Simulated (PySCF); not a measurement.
InCl2(NCO), CCl2InNO.
Structure used (PBE0-D3(BJ)/def2-SVP), in Å, numbered top down from 1:
```xyz
6
CCl2InNO angstrom
In     0.4436    1.0622    0.0871
Cl     2.7221    0.7069    0.3258
Cl    -0.3825    3.2182    0.0910
N     -0.8393   -0.4718   -0.1260
C     -0.9033   -1.6789   -0.1652
O     -1.0406   -2.8366   -0.2127
```

Computed with TDDFT wB97X-D/def2-SVPD, vertical, gas phase, core orbitals frozen in the response, def2 core potentials past Kr in PySCF. Spin–orbit coupling is left out.

Kohn–Sham orbitals with the atoms that hold most of them (Löwdin shares over 4%, at most four atoms; ? is withheld):

```tsv
orbital	ε (eV)	atoms
HOMO-3	-11.66	Cl2 49%, Cl3 45%, In1 6%
HOMO-2	-11.54	Cl3 49%, Cl2 47%
HOMO-1	-10.99	N4 43%, O6 28%, C5 15%, Cl2 10%
HOMO	-10.98	N4 44%, O6 30%, C5 16%
LUMO	-1.45	?
LUMO+1	-0.47	In1 60%, Cl3 13%, Cl2 13%, N4 8%
LUMO+2	1.27	In1 67%, C5 8%, Cl3 8%, Cl2 7%
```

(1) Give the leading atoms of the LUMO.

(2) The HOMO–LUMO gap is 9.53 eV. Where does the response calculation put the lowest singlet, and from which orbitals?

## Answers

(1) In1 (bonded to 2 Cl and N) 43%; Cl2 (bonded to In) 22%; Cl3 (bonded to In) 20%; N4 (bonded to C and In) 11%. By element: indium 43%, chlorine 42%, nitrogen 11%.

(2) S1 is at 5.22 eV (f = 0.0001), 4.32 eV below the gap, made of HOMO→LUMO (89%). Without the coupling terms of the response equations the lowest excitation would equal the gap.

Next come S2 at 5.36 eV (f 0.046), HOMO-1→LUMO (65%), HOMO-2→LUMO (20%); S3 at 5.52 eV (f 0.0001), HOMO-3→LUMO (97%); S4 at 5.52 eV (f 0.049), HOMO-2→LUMO (74%), HOMO-1→LUMO (15%); S5 at 5.72 eV (f 0.014), HOMO-4→LUMO (89%).

Löwdin shares depend on the basis, the more so with diffuse functions.

One conformer stands for the species.
